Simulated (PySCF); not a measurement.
## Multinuclear NMR of C4H13NO2Si2

Cartesian coordinates in Å; atom numbers follow the order of the lines, from 1:
```xyz
22

C     2.5743    0.8704   -1.1797
C     2.1367    0.3722    0.2074
C     2.6959   -1.0089    0.4086
O     2.0231   -1.9884    0.5447
O     0.7676    0.4155    0.3415
Si   -0.2938   -0.8231    0.3782
N    -1.7976    0.0456    0.3722
C    -1.9115    1.2814   -0.3760
Si   -3.2679   -0.7727    0.7548
H     2.1883    1.8738   -1.3355
H     3.6580    0.8862   -1.2577
H     2.1623    0.2173   -1.9449
H     2.5803    1.0269    0.9765
H     3.7997   -1.0547    0.3997
H    -0.1969   -1.6609   -0.8222
H    -0.2814   -1.5419    1.6435
H    -2.1493    1.0989   -1.4290
H    -0.9735    1.8282   -0.3229
H    -2.7042    1.9011    0.0448
H    -3.8396   -1.4698   -0.4079
H    -2.9676   -1.7348    1.8064
H    -4.2132    0.2572    1.1967
```

Calculated, not measured (PySCF): geometry from GFN2-xTB, NMR shieldings at PBE0/pcSseg-1/GIAO. Equivalent nuclei averaged, a single conformation, no solvent model, non-relativistic.

Q: Where does ²⁹Si resonate?

A: 
| atoms | environment | σ (ppm) | δ (ppm) |
| --- | --- | --- | --- |
| Si6 | silicon bonded to N, O, 2 H | 389.2 | -39.9 |
| Si9 | silicon bonded to N, 3 H | 403.7 | -51.9 |

Shieldings were converted by a linear fit to measured shifts: ²⁹Si (scatter 8.9 ppm rms, 25.8 ppm with the 6 outliers that the fit left out vs TMS, solution or neat liquid). Occasional misses reach two or three times the rms, and more in compound classes unlike the fitted ones.

On a 400 MHz spectrometer ²⁹Si resonates near 79.5 MHz, so 1 ppm is 79.5 Hz.

Q: What are the ¹⁵N shifts?

A: 
```
atoms                 environment  σ (ppm)  δ (ppm)
   N7  nitrogen bonded to C, 2 Si    249.4   -377.9
```

Shieldings were converted by a linear fit to measured shifts: ¹⁵N (scatter 6.3 ppm rms vs CH3NO2, solution or neat liquid). Occasional misses reach two or three times the rms, and more in compound classes unlike the fitted ones.

On a 600 MHz spectrometer ¹⁵N resonates near 60.8 MHz, so 1 ppm is 60.8 Hz.

Q: Predict the ¹⁷O NMR data.

A: 
```json
{"atoms": "O4", "environment": "aldehyde oxygen", "σ (ppm)": "-297.9", "δ (ppm)": "538.0"}
{"atoms": "O5", "environment": "oxygen bonded to C, Si", "σ (ppm)": "301.6", "δ (ppm)": "-8.0"}
```

Shieldings were converted by a linear fit to measured shifts: ¹⁷O (scatter 10.7 ppm rms, 12.2 ppm with the 3 outliers that the fit left out vs liquid water, solution or neat liquid). A few per cent of atoms miss by over 2 rms, more outside the fitted compound classes.

On a 500 MHz spectrometer ¹⁷O resonates near 67.8 MHz, so 1 ppm is 67.8 Hz.
